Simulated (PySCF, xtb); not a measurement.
C2H9FSi2, SMILES CC[SiH2][SiH2]F. Other conformers were not sampled.

Harmonic wavenumbers (cm⁻¹) from GFN2-xTB in xtb at its own minimum, in rising order: 2, 54, 93, 162, 219, 265, 379, 420, 472, 562, 602, 679, 701, 722, 737, 788, 798, 820, 978, 1019, 1074, 1242, 1289, 1420, 1482, 1510, 1512, 2176, 2185, 2257, 2286, 2955, 2972, 3011, 3028, 3035.

Task: What does PBE0-D3(BJ)/def2-SVP (PySCF 2.14.0) give at its own minimum? (Estimate from the structure and the level; the computed values follow.)

Result: 38, 67, 92, 174, 219, 263, 411, 427, 503, 611, 673, 733, 771, 776, 846, 898, 925, 950, 985, 993, 1065, 1250, 1255, 1393, 1431, 1472, 1475, 2201, 2210, 2226, 2236, 3050, 3059, 3111, 3140, 3146. Paired by order, the mean absolute difference is 49 cm⁻¹ and the zero-point energies are 62.8 and 64.4 kcal/mol.
